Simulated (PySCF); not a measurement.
Radial density of B⁺ (boron, charge +1)

UHF, [He] 2s2, closed-shell 1S. Computed with PySCF 2.14 in x2c-SVPall, with the spin-free X2C one-electron Hamiltonian (Gaussian nucleus).

```csv
r (bohr),4πr²ρ (e/bohr)
0.00555,0.02541
0.00933,0.07084
0.0157,0.1927
0.0264,0.4948
0.0444,1.156
0.0747,2.433
0.126,4.160
0.211,5.164
0.355,3.694
0.598,1.246
1.01,0.8515
1.69,1.120
2.84,0.3388
4.78,0.01055
8.05,1.910e-05
```

Densities and radii are taken from the X2C orbitals without a picture-change correction, which distorts them close to the nucleus.
